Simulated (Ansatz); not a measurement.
Ideal-gas functions of CH$_{3}$BFN, SMILES `BC(=N)F` at 500 K and 1 bar, from an Ansatz frequency run at PBE0-D4/def2-TZVP.

Molar mass 58.85 g/mol, point group C1 (symmetry number 1), electronic degeneracy 1, moments of inertia 45.223, 52.266, 95.838 u Å². Harmonic wavenumbers (cm⁻¹, unscaled): 151, 280, 458, 563, 839, 878, 910, 1005, 1055, 1206, 1354, 1724, 2618, 2715, 3525.

Use S(trans) = R[1.5 ln M + 2.5 ln T − 1.1517]; rotational temperatures θ = 24.2544 K / I; S(rot) = R[ln(√π/σ · √(T³/θAθBθC)) + 1.5]; for each mode x = 1.438777 ν̃/T, S = R[x/(eˣ − 1) − ln(1 − e⁻ˣ)] and H = RT x/(eˣ − 1); 1 cm⁻¹ = 0.0119627 kJ/mol; R = 8.31446 J/(mol·K).

Question: By hand: the entropy, in J/(mol·K).

Answer: Translation 170.4. Rotation: θ = 0.5363, 0.4641, 0.2531 K, giving 106.2. Vibration, mode by mode: 15.31, 10.33, 6.60, 5.16, 2.75, 2.52, 2.34, 1.89, 1.68, 1.19, 0.84, 0.35, 0.04, 0.03, 0.00, in all 51.0. Electronic 0.0. Sum 327.6 J/(mol·K).

Question: By hand: H − E and G − E in kJ/mol, counted from the electronic energy.

Answer: Zero-point energy ½ × 19281 × 0.0119627 = 115.3; thermal vibration 14.8; translation, rotation and pV give 4 RT = 16.6. H − E = 146.7 kJ/mol, and G − E = 146.7 − 500 × 327.6/1000 = -17.1 kJ/mol.

Vibration gives 16 % of the entropy. The sum counts one conformer and one mirror image; others add a mixing term.
